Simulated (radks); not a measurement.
Question: Tm4+, configuration [Xe] 4f11. Calculated with a radial shooting solver on a logarithmic mesh with Libxc functionals: Dirac Kohn-Sham, PBEsol, spin-unpolarised, spherical densities, finite nucleus; open shells are shared between the two j in proportion to 2j + 1; Fermi nuclear charge, rms radius 5.2256 fm. Some entries of the table are withheld. Estimate them.

orbital     occ.  eigenvalue (eV)  <r> (bohr)  r(max) (bohr)
1s1/2          2        -59234.38     0.02002        0.01262
2s1/2          2        -10035.17     0.08433            (1)
2p1/2          2        -9569.706     0.07009        0.05404
2p3/2          4        -8590.254     0.07748        0.06036
3s1/2          2        -2299.666      0.2206         0.2036
3p1/2          2        -2094.455      0.2104            (2)
3p3/2          4        -1887.711      0.2242            (3)
3d3/2          4        -1536.760      0.1974         0.1611
3d5/2          6        -1491.575      0.2017         0.1648
4s1/2          2        -497.7883      0.4969         0.4645
4p1/2          2        -415.1589      0.5050         0.4661
4p3/2          4        -368.1090      0.5365         0.4940
4d3/2          4        -231.8660      0.5615         0.4952
4d5/2          6        -223.2486      0.5726         0.5042
5s1/2          2        -101.3051         (4)          1.071
5p1/2          2         -77.4457         (5)            (6)
5p3/2          4         -70.5769         (7)            (8)
4f5/2    4.71429         -57.4389      0.7065            (9)
4f7/2    6.28571         -56.0879      0.7166           (10)

Answer: 
(1) 2s1/2 r(max) (bohr): 0.07210
(2) 3p1/2 r(max) (bohr): 0.1912
(3) 3p3/2 r(max) (bohr): 0.2044
(4) 5s1/2 <r> (bohr): 1.183
(5) 5p1/2 <r> (bohr): 1.301
(6) 5p1/2 r(max) (bohr): 1.155
(7) 5p3/2 <r> (bohr): 1.388
(8) 5p3/2 r(max) (bohr): 1.232
(9) 4f5/2 r(max) (bohr): 0.4856
(10) 4f7/2 r(max) (bohr): 0.4906
